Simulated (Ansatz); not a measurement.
`C[O][Al]([F])[F]` and `[CH3][Al]([F])[F]` differ in one atom or group.

Ansatz, PBE0-D4/def2-TZVP geometries, multiplicity 1. Each molecule was computed in one conformer, which needn't be the lowest.

```csv
property,`C[O][Al]([F])[F]`
LUMO energy (PBE/def2-TZVPP) / eV,-1.85
HOMO energy (ωB97M-V/def2-TZVPP) / eV,-11.15
HOMO–LUMO gap (PBE/def2-TZVPP) / eV,5.31
LUMO energy (PBE0/def2-TZVPP) / eV,-0.96
LUMO energy (B3LYP/def2-TZVPP) / eV,-1.31
size of the dipole moment (ωB97M-V/def2-TZVPP) / D,2.08
```

Question: What does the change do to each property? (Estimate.)

Answer: Ansatz gave: 
| property | `[CH3][Al]([F])[F]` | shift |
| --- | --- | --- |
| LUMO energy (PBE/def2-TZVPP) / eV | -1.36 | 0.49 |
| HOMO energy (ωB97M-V/def2-TZVPP) / eV | -11.59 | -0.44 |
| HOMO–LUMO gap (PBE/def2-TZVPP) / eV | 6.56 | 1.25 |
| LUMO energy (PBE0/def2-TZVPP) / eV | -0.53 | 0.43 |
| LUMO energy (B3LYP/def2-TZVPP) / eV | -0.87 | 0.44 |
| size of the dipole moment (ωB97M-V/def2-TZVPP) / D | 2.19 | 0.11 |

With PBE0 the HOMO falls by 0.58 eV and the LUMO rises by 0.43 eV, so the gap widens by about 1.01 eV. PBE moves the HOMO by -0.76 eV and ωB97M-V by -0.44 eV. The zero-point energy changes by -17.9 kJ/mol with -3 modes. Dipoles are sizes alone; their direction can turn.

B3LYP here is the variant with VWN-RPA as its local correlation; programs differ in this.
